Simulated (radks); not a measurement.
Results of a calculation; reference values are marked as such.
Ionisation of Bi, [Hg] 6p3, to Bi+, [Hg] 6p2, under several functionals. Scalar-relativistic Kohn-Sham, spin-polarised, spherical densities, point nucleus; open shells are filled with parallel spins first (spin-orbit coupling, left out, can overturn this in heavy ions); a radial shooting solver on a logarithmic mesh with Libxc functionals.

| functional | E(Bi) (hartree) | Exc (hartree) | IE (eV) | -e(HOMO) (eV) | <r> HOMO (bohr) | IE error (eV) |
|---|---|---|---|---|---|---|
| BLYP | -21531.8947 | -395.6522 | 8.266 | 4.887 | 3.029 | +0.980 |
| SOGGA | -21524.4714 | -388.2756 | 8.490 | 5.135 | 3.008 | +1.205 |
| PBEsol | -21525.1206 | -388.9278 | 8.564 | 5.198 | 3.005 | +1.279 |
| revPBE | -21531.2477 | -395.0416 | 8.495 | 5.147 | 3.013 | +1.210 |
| Wu-Cohen GGA | -21529.4576 | -393.2441 | 8.566 | 5.199 | 3.006 | +1.281 |

NIST Atomic Spectra Database: 7.286 eV (measured). Closest: BLYP. The Delta-SCF values span 0.30 eV, the total energies 7.42 hartree. The highest occupied level is 6p. Open shells are spherical and high-spin; term and fine-structure splittings are not resolved. Spin-orbit splitting is averaged out at the scalar-relativistic level.
